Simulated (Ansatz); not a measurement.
Two isomers of C2H9AlGe: A = `C[CH]([AlH2])[GeH3]`, B = `[AlH2][CH2][CH2][GeH3]`.

Isolated molecules relaxed with PBE0-D4/def2-TZVP in Ansatz; ΔE leaves out vibrations. CBS: MP2 limit from def2 TZ/QZ plus the TZ coupled-cluster correction, frozen cores. Functionals use def2-TZVPP. B3LYP here is the variant with VWN-RPA as its local correlation; programs differ in this. For Ge outer-core shells are correlated without core-valence functions, which leaves a few kJ/mol of doubt a bond. Scalar relativity is left out up to krypton. Each species was taken in one conformer, which may not be the lowest.

(1) Which isomer does CCSD(T)/CBS put lower? Give the gap. (Best estimate.)

(2) Give E(B) − E(A) in kcal/mol with MP2/def2-TZVPP, r2SCAN-D4, ωB97M-V, CCSD(T)/def2-TZVPP, B3LYP, CCSD/def2-TZVPP, PBE-D4. (Best estimate.)

Largest T1 diagnostic: 0.011.

## Answers

(1) The calculation gave: A, by 3.1 kcal/mol.

(2) Computed: MP2/def2-TZVPP 3.3, r2SCAN-D4 2.9, ωB97M-V 2.6, CCSD(T)/def2-TZVPP 3.0, B3LYP 1.7, CCSD/def2-TZVPP 2.7, PBE-D4 2.7. None reverses the order clearly.

In def2-TZVPP, CCSD(T) changes the Hartree–Fock value by +1.2 kcal/mol (the triples alone add +0.3 kcal/mol) and MP2 by +1.5 kcal/mol.
